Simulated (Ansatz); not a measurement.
`PB1C[N]1[ZnH]` from Hartree–Fock to CCSD(T)

| atom | x (Å) | y (Å) | z (Å) |
| --- | --- | --- | --- |
| P1 | 1.801 | 0.022 | -1.616 |
| B2 | 0.283 | -0.235 | -0.523 |
| C3 | -1.019 | -0.959 | -0.139 |
| N4 | -0.264 | 0.028 | 0.698 |
| Zn5 | -0.393 | 0.769 | 2.353 |
| H6 | 1.110 | 0.198 | -2.840 |
| H7 | 1.997 | 1.405 | -1.368 |
| H8 | -1.986 | -0.628 | -0.517 |
| H9 | -1.023 | -1.989 | 0.215 |
| H10 | -0.506 | 1.389 | 3.736 |

Charge 0, multiplicity 1. For Zn the d shell is correlated and the shells below it are frozen. Scalar relativity is left out up to krypton. The geometry is a stationary point of PBE0-D4/def2-TZVP. It is one conformer, not always the lowest. Frozen core, restricted reference, Ansatz 0.2.0.

| basis | HF (Eh) | MP2 corr. | CCSD corr. | (T) | CCSD(T) total |
| --- | --- | --- | --- | --- | --- |
| def2-SVP | -2237.98970 | -0.81147 | -0.83388 | -0.02829 | -2238.85187 |
| def2-TZVPP | -2238.48429 | -1.13467 | -1.12402 | -0.04597 | -2239.65428 |
| def2-QZVPP | -2238.54105 | -1.21244 | – | – | – |
